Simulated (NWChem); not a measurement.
System: SrClF; SMILES [F][Sr][Cl]

NWChem input:

```
start job
memory heap 200 mb stack 900 mb global 1100 mb
geometry units angstroms noautoz
  Sr     0.059911     0.346834     0.000000
  F     -1.324562     1.939073     0.000000
  Cl     0.095390    -2.282733     0.000000
end
basis spherical
  Sr library def2-svp
  F library def2-svp
  Cl library def2-svp
end
ecp
  Sr library def2-ecp
end
dft
  xc pbe0
  iterations 150
  mulliken
end
task dft energy
```

Output (shortened):

```
             Northwest Computational Chemistry Package (NWChem) 7.3.0
             --------------------------------------------------------

 CS  symmetry detected

                             Geometry "geometry" -> ""
                             -------------------------

 Output coordinates in angstroms (scale by  1.889725989 to convert to a.u.)

  No.       Tag          Charge          X              Y              Z
 ---- ---------------- ---------- -------------- -------------- --------------
    1 Sr                  38.0000     0.28681257     0.42104556     0.00000000
    2 F                    9.0000    -0.70604262     2.28282672     0.00000000
    3 Cl                  17.0000    -0.26732318    -2.14971599     0.00000000

 Effective nuclear repulsion energy (a.u.)     233.9399260979

      Symmetry information
      --------------------

 Group name             Cs
 Group number              2
 Group order               2
 No. of unique centers     3

                                 NWChem DFT Module
                                 -----------------

 Summary of "ao basis" -> "ao basis" (spherical)
 ------------------------------------------------------------------------------
       Tag                 Description            Shells   Functions and Types
 ---------------- ------------------------------  ------  ---------------------
 Sr                         def2-svp                 9       23   4s3p2d
 F                          def2-svp                 6       14   3s2p1d
 Cl                         def2-svp                 8       18   4s3p1d

      Symmetry analysis of basis
      --------------------------

        a'         39
        a"         16

            General Information
            -------------------
          SCF calculation type: DFT
          Wavefunction type:  closed shell.
          No. of atoms     :     3
          No. of electrons :    36
           Alpha electrons :    18
            Beta electrons :    18
          Charge           :     0
          Spin multiplicity:     1
          Use of symmetry is: on ; symmetry adaption is: on
          Maximum number of iterations: 150
          AO basis - number of functions:    55
                     number of shells:    23
          Convergence on energy requested:  1.00D-06
          Convergence on density requested:  1.00D-05
          Convergence on gradient requested:  5.00D-04

              XC Information
              --------------
                         PBE0 Method XC Functional
                     Hartree-Fock (Exact) Exchange  0.250
          PerdewBurkeErnzerhof Exchange Functional  0.750
            Perdew 1991 LDA Correlation Functional  1.000 local
           PerdewBurkeErnz. Correlation Functional  1.000 non-local

             Grid Information
             ----------------
          Grid used for XC integration:  medium
          Radial quadrature: Mura-Knowles
          Angular quadrature: Lebedev.
          Tag              B.-S. Rad. Rad. Pts. Rad. Cut. Ang. Pts.
          ---              ---------- --------- --------- ---------
          Sr                  2.00      123          10.0       590
          F                   0.50       49          11.0       434
          Cl                  1.00       88          10.0       590
          Grid pruning is: on
          Number of quadrature shells:   260
          Spatial weights used:  Erf1

      Superposition of Atomic Density Guess
      -------------------------------------

 Sum of atomic energies:        -593.49667335

      Non-variational initial energy
      ------------------------------

 Total energy =    -588.804654
 1-e energy   =    -972.526503
 2-e energy   =     308.765115
 HOMO         =      -0.455169
 LUMO         =      -0.124115

      Symmetry analysis of molecular orbitals - initial
      -------------------------------------------------

  Numbering of irreducible representations:

     1 a'          2 a"

  Orbital symmetries:

     1 a'          2 a'          3 a'          4 a'          5 a'
     6 a"          7 a'          8 a'          9 a'         10 a'
    11 a"         12 a'         13 a'         14 a"         15 a'
    16 a'         17 a"         18 a'         19 a'         20 a"
    21 a'         22 a'         23 a"         24 a'         25 a"
    26 a'         27 a'         28 a'

     ---------------------------------------------
      Total Density - Mulliken Population Analysis
     ---------------------------------------------

    Atom       Charge   Shell Charges
 -----------   ------   -------------------------------------------------------
    1 Sr  10     8.42   0.74  1.23  0.15  0.00  5.87  0.18  0.03  0.16  0.05
    2 F    9     9.86   1.99  1.17  0.81  3.65  2.24  0.00
    3 Cl  17    17.72   2.00  1.99  1.24  0.73  5.95  2.26  3.55  0.00

   convergence    iter        energy       DeltaE   RMS-Dens  Diis-err
 ---------------- ----- ----------------- --------- --------- ---------
 d= 0,ls=0.0,diis     1   -590.3135300566 -6.65D+02  3.55D-02  9.07D-01
 d= 0,ls=0.0,diis     2   -589.8890826806  4.24D-01  2.19D-02  5.76D+00
 d= 0,ls=0.0,diis     3   -590.4264196532 -5.37D-01  4.48D-03  2.69D-02
 d= 0,ls=0.0,diis     4   -590.4293618375 -2.94D-03  1.44D-03  8.97D-03
 d= 0,ls=0.0,diis     5   -590.4305255566 -1.16D-03  1.43D-04  1.07D-04
  Resetting Diis
 d= 0,ls=0.0,diis     6   -590.4305375992 -1.20D-05  2.71D-05  2.16D-06
 d= 0,ls=0.0,diis     7   -590.4305379385 -3.39D-07  9.46D-06  1.46D-07

         Total DFT energy =     -590.430537938482
      One electron energy =     -977.342399638097
           Coulomb energy =      354.914847094530
    Exchange-Corr. energy =      -42.959719551122
 Nuclear repulsion energy =       74.956734156206

 Numeric. integr. density =       35.999998665670

                  Occupations of the irreducible representations
                  ----------------------------------------------

                     irrep           alpha         beta
                     --------     --------     --------
                     a'               14.0         14.0
                     a"                4.0          4.0

                       DFT Final Molecular Orbital Analysis
                       ------------------------------------

 Vector   16  Occ=2.000000D+00  E=-2.869708D-01  Symmetry=a'
              MO Center= -2.9D-01, -1.7D+00,  2.5D-16, r^2= 2.8D+00
   Bfn.  Coefficient  Atom+Function         Bfn.  Coefficient  Atom+Function
  ----- ------------  ---------------      ----- ------------  ---------------
    49      0.575931  3 Cl py                46      0.429410  3 Cl py
    43      0.253137  3 Cl py                 6      0.237042  1 Sr py
     3      0.175008  1 Sr s                 27      0.163462  2 F  px
    30     -0.124750  2 F  px                14      0.107239  1 Sr d -2
     2     -0.102893  1 Sr s                  9     -0.103262  1 Sr py

 Vector   17  Occ=2.000000D+00  E=-2.760995D-01  Symmetry=a"
              MO Center= -2.5D-01, -2.0D+00, -3.8D-15, r^2= 1.5D+00
   Bfn.  Coefficient  Atom+Function         Bfn.  Coefficient  Atom+Function
  ----- ------------  ---------------      ----- ------------  ---------------
    50      0.627923  3 Cl pz                47      0.444077  3 Cl pz
    44      0.262905  3 Cl pz                15     -0.093300  1 Sr d -1
     7     -0.074508  1 Sr pz                13      0.072341  1 Sr pz
    20     -0.059784  1 Sr d -1              29     -0.049520  2 F  pz
    32      0.043681  2 F  pz                10      0.039438  1 Sr pz

 Vector   18  Occ=2.000000D+00  E=-2.747291D-01  Symmetry=a'
              MO Center= -2.5D-01, -2.0D+00, -3.7D-16, r^2= 1.8D+00
   Bfn.  Coefficient  Atom+Function         Bfn.  Coefficient  Atom+Function
  ----- ------------  ---------------      ----- ------------  ---------------
    48      0.623968  3 Cl px                45      0.442179  3 Cl px
    42      0.261564  3 Cl px                28     -0.077205  2 F  py
     6      0.076474  1 Sr py                 5     -0.073119  1 Sr px
    19     -0.071719  1 Sr d -2              14     -0.063578  1 Sr d -2
    11      0.059761  1 Sr px                31      0.059546  2 F  py

 Vector   19  Occ=0.000000D+00  E=-7.396450D-02  Symmetry=a'
              MO Center=  1.3D+00,  5.7D-01, -6.2D-15, r^2= 6.1D+00
   Bfn.  Coefficient  Atom+Function         Bfn.  Coefficient  Atom+Function
  ----- ------------  ---------------      ----- ------------  ---------------
     4      0.643394  1 Sr s                  3      0.400074  1 Sr s
     2     -0.366005  1 Sr s                 11      0.263137  1 Sr px
    18      0.214562  1 Sr d  2              16      0.142326  1 Sr d  0
     5     -0.135650  1 Sr px                 1     -0.098576  1 Sr s
     8      0.096161  1 Sr px                23      0.089526  1 Sr d  2

 Vector   20  Occ=0.000000D+00  E=-1.749711D-02  Symmetry=a"
              MO Center=  1.3D+00,  5.8D-01,  1.5D-13, r^2= 6.7D+00
   Bfn.  Coefficient  Atom+Function         Bfn.  Coefficient  Atom+Function
  ----- ------------  ---------------      ----- ------------  ---------------
    13      0.648533  1 Sr pz                17     -0.524917  1 Sr d  1
    22     -0.326384  1 Sr d  1               7     -0.195698  1 Sr pz
    15      0.087042  1 Sr d -1              10      0.074933  1 Sr pz
    20      0.051704  1 Sr d -1              50     -0.044025  3 Cl pz

 Vector   21  Occ=0.000000D+00  E=-1.409503D-02  Symmetry=a'
              MO Center=  8.6D-01,  5.3D-01, -4.8D-14, r^2= 6.4D+00
   Bfn.  Coefficient  Atom+Function         Bfn.  Coefficient  Atom+Function
  ----- ------------  ---------------      ----- ------------  ---------------
    16      0.573531  1 Sr d  0              11     -0.488368  1 Sr px
    21      0.330325  1 Sr d  0              18     -0.215046  1 Sr d  2
    23     -0.151329  1 Sr d  2               5      0.144161  1 Sr px
     3      0.121103  1 Sr s                 12     -0.118929  1 Sr py
    14     -0.104152  1 Sr d -2               2     -0.078772  1 Sr s

     ---------------------------------------------
      Total Density - Mulliken Population Analysis
     ---------------------------------------------

    Atom       Charge   Shell Charges
 -----------   ------   -------------------------------------------------------
    1 Sr  10     9.06   0.74  1.23  0.19 -0.03  5.85  0.28  0.10  0.53  0.16
    2 F    9     9.52   1.99  1.11  0.86  3.31  2.25  0.00
    3 Cl  17    17.43   2.00  1.99  1.23  0.74  5.93  2.12  3.42  0.00

     -------------------------------------------
      Total Density - Lowdin Population Analysis
     -------------------------------------------

    Atom       Charge   Shell Charges
 -----------   ------   -------------------------------------------------------
    1 Sr  10     9.41   0.80  1.04  0.25  0.06  5.38  0.79  0.21  0.58  0.30
    2 F    9     9.41   1.98  1.03  0.83  3.22  2.36  0.00
    3 Cl  17    17.18   2.00  1.96  1.04  0.80  5.82  2.26  3.30  0.00

     Multipole analysis of the density
     ---------------------------------

     L   x y z        total         alpha         beta         nuclear
     -   - - -        -----         -----         ----         -------
     0   0 0 0     -0.000000    -18.000000    -18.000000     36.000000

     1   1 0 0      1.968437      8.572179      8.572179    -15.175921
     1   0 1 0      0.867483     11.572992     11.572992    -22.278501
     1   0 0 1      0.000000      0.000000      0.000000      0.000000

     2   2 0 0    -25.250293    -24.273831    -24.273831     23.297369
     2   1 1 0      3.804099      8.203145      8.203145    -12.602191
     2   1 0 1     -0.000000     -0.000000     -0.000000      0.000000
     2   0 2 0    -45.392916   -249.880810   -249.880810    454.368703
     2   0 1 1      0.000000      0.000000      0.000000      0.000000
     2   0 0 2    -24.244462    -12.122231    -12.122231      0.000000
```

Level: PBE0/def2-SVP with def2 effective core potentials on Sr. All runs use the structure optimised with PBE0/def2-SVP. def2 effective core potentials on Sr; no spin-orbit coupling.
